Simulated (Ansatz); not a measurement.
Harmonic frequencies (cm⁻¹) at PBE0-D4/def2-TZVP from Ansatz: 106, 125, 137, 178, 188, 198, 245, 501, 536, 603, 769, 786, 907, 1228, 1440, 1446, 2147, 3065, 3167, 3180, 3878.

Each molecule was computed in one conformer, which needn't be the lowest.

(1) Which molecule is it?
A. `BO[Si](F)(F)Br`
B. `[CH3][Sb]([OH])[TeH]`
C. `N=C=N[SiH2][GaH2]`
D. `F[CH2][GaH][SiH2]Cl`

Results:

(1) B.
